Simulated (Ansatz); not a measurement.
Ligand exchange: C2H9ClSi2 + C2H3FGe → C2H9FSi2 + C2H3ClGe

Species: C2H9ClSi2 `C[SiH](C)[SiH2]Cl`, singlet; C2H3FGe `C#[C][GeH2][F]`, singlet; C2H9FSi2 `C[SiH](C)[SiH2]F`, singlet; C2H3ClGe `C#[C][GeH2][Cl]`, singlet. The partners trade Cl for F: Si–Cl and Ge–F bonds give way to Si–F and Ge–Cl.

Shapes, held fixed at every level: PBE0-D4/def2-TZVP. Flexible molecules stand in one conformer, not always the lowest. Programs: Ansatz 0.2.0. Electronic energies: no zero-point or thermal term.

```json
{"level": "HF/def2-TZVPP", "kind": "Hartree–Fock", "ΔE (kJ/mol)": "-45.8", "less CCSD(T)/def2-TZVPP": "-6.0"}
{"level": "B3LYP-D4/def2-TZVPP", "kind": "global hybrid", "ΔE (kJ/mol)": "-39.1", "less CCSD(T)/def2-TZVPP": "+0.7"}
{"level": "PBE0-D4/def2-TZVPP", "kind": "global hybrid", "ΔE (kJ/mol)": "-36.7", "less CCSD(T)/def2-TZVPP": "+3.1"}
{"level": "wB97X-V/def2-TZVPP", "kind": "range-separated hybrid", "ΔE (kJ/mol)": "-36.8", "less CCSD(T)/def2-TZVPP": "+3.0"}
{"level": "B2PLYP/def2-TZVPP", "kind": "double hybrid", "ΔE (kJ/mol)": "-40.8", "less CCSD(T)/def2-TZVPP": "-1.0"}
{"level": "MP2/def2-TZVPP", "kind": "perturbation theory", "ΔE (kJ/mol)": "-39.3", "less CCSD(T)/def2-TZVPP": "+0.5"}
{"level": "CCSD/def2-TZVPP", "kind": "coupled cluster or CI", "ΔE (kJ/mol)": "-41.3", "less CCSD(T)/def2-TZVPP": "-1.5"}
{"level": "CCSD(T)/def2-TZVPP", "kind": "coupled cluster or CI", "ΔE (kJ/mol)": "-39.8", "less CCSD(T)/def2-TZVPP": "0.0"}
```

The highest level, CCSD(T)/def2-TZVPP, gives ΔE = -39.8 kJ/mol; the levels span -45.8 to -36.7. The column of differences is taken from that level and isn't an error. No measured value is set beside it here. Relativity is left out for Ge. Outer-core shells of Ge are correlated, in sets that cover them unevenly.
